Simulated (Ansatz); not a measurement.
A structure relaxed at PBE-D4/def2-TZVP in Ansatz, charge 1, singlet:

Cartesian coordinates in Å:
```
As 0.538 0.237 0.206
Sb -1.338 0.830 1.599
Sb 0.800 -1.067 -1.805
```

Q: Give its formula and point group.

A: the cluster Sb2As⁺. Point group C2v (tolerance 0.1 Å).

Q: Summarise the bond lengths by kind (pairs closer than 1.2 times the sum of covalent radii, bridged metal pairs left out).

A: 2 × As–Sb 2.41 Å.

In the def2 sets Sb takes a core potential; there is no spin–orbit coupling. The restricted singlet is unstable towards broken spin symmetry in Hartree–Fock (as tested in another run); at PBE-D4/def2-TZVP this wasn't settled. An occupied level lies above an empty one. Another isomer (singlet) lies 2.35 eV lower at PBE0-D4/def2-TZVP; other spin states weren't run for this one.
